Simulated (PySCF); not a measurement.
Cartesian coordinates in Å; atom numbers follow the order of the lines, from 1:
```xyz
33

B    -1.6233   -3.8106   -1.8593
P    -1.5495   -2.4864   -0.4763
C    -1.8048   -3.2425    1.1607
C     0.0737   -1.6655   -0.3763
C     0.5849   -1.1247    0.8105
C     1.8260   -0.4959    0.8325
C     2.5649   -0.4045   -0.3469
Cl    4.1067    0.3778   -0.3258
C     2.0802   -0.9438   -1.5378
C     0.8405   -1.5756   -1.5453
C    -2.8041   -1.1018   -0.6307
C    -2.6960   -0.1054    0.5209
C    -2.5351   -0.3930   -1.9598
C    -4.1944   -1.7419   -0.6540
H    -0.7055   -4.5702   -1.5737
H    -1.4681   -3.2475   -2.9342
H    -2.7261   -4.3284   -1.7395
H    -0.9789   -3.9458    1.3370
H    -1.8491   -2.5129    1.9802
H    -2.7414   -3.8160    1.1317
H     0.0177   -1.1936    1.7412
H     2.2268   -0.0770    1.7568
H     2.6788   -0.8751   -2.4473
H     0.4631   -2.0225   -2.4681
H    -3.4345    0.6999    0.3753
H    -2.9104   -0.5687    1.4962
H    -1.7020    0.3638    0.5666
H    -1.5480    0.0943   -1.9679
H    -3.2960    0.3886   -2.1173
H    -2.5817   -1.0930   -2.8065
H    -4.2876   -2.4753   -1.4674
H    -4.9533   -0.9575   -0.8077
H    -4.4323   -2.2481    0.2944
```

Geometry: PBE0-D3(BJ)/def2-SVP; GIAO shifts from PySCF 2.14.0 with density-fitted response routines, gas phase, non-relativistic, averaged over equivalent atoms.

At PBE0/pcSseg-1 (347 basis functions, 3.6 min wall time on 1 thread of an Arm Neoverse V1, shared host):
```tsv
atoms	δ (ppm)
B1	-48.7
P2	4.5
C7	149.1
C5/C10	140.8
C6/C9	134.0
C4	133.1
C11	31.1
C12/C13/C14	25.7
C3	6.3
Cl8	244.5
H21/H24	7.81
H22/H23	7.50
H18/H19/H20	1.44
H15/H16/H17	1.02
H25/H26/H27/H28/H29/H30/H31/H32/H33	0.98
```

Shifts are taken against calculated references (same method and geometry level): ¹¹B (100.73 ppm) vs BF3·OEt2; ³¹P (310.13 ppm) vs H3PO4; ¹³C (184.41 ppm), ¹H (31.27 ppm) against TMS; HCl for ³⁵Cl (943.27 ppm).

Question: Estimate the result of repeating the calculation with mPW1PW91/pcSseg-1.

Answer: 
```csv
atoms,δ at mPW1PW91/pcSseg-1,change
B1,-48.1,+0.6
P2,6.1,+1.6
C7,149.3,+0.2
C5/C10,140.8,+0.0
C6/C9,134.1,+0.1
C4,133.1,+0.0
C11,31.1,+0.0
C12/C13/C14,25.6,-0.1
C3,6.4,+0.1
Cl8,242.0,-2.5
H21/H24,7.80,-0.01
H22/H23,7.49,-0.01
H18/H19/H20,1.44,+0.00
H15/H16/H17,1.01,-0.01
H25/H26/H27/H28/H29/H30/H31/H32/H33,0.99,+0.01
```

Chemical shifts δ = σref − σ; ¹¹B (σref 100.80) against BF3·OEt2; H3PO4 for ³¹P (σref 308.48); ¹³C (σref 183.54), ¹H (σref 31.32) against TMS; ³⁵Cl (σref 939.31) vs HCl, all at this level.

The largest change is at Cl8 (chlorine bonded to C). Cost: 347 basis functions, 2.9 min wall time on 1 thread of an Arm Neoverse V1, shared host. The order of the carbon signals is the same at both levels.

Carbons that carry Cl, above all several Cl atoms, come out too deshielded, partly because spin–orbit coupling is missing. Experimental scales use liquid or dissolved standards, which lie at an offset from isolated H3PO4.
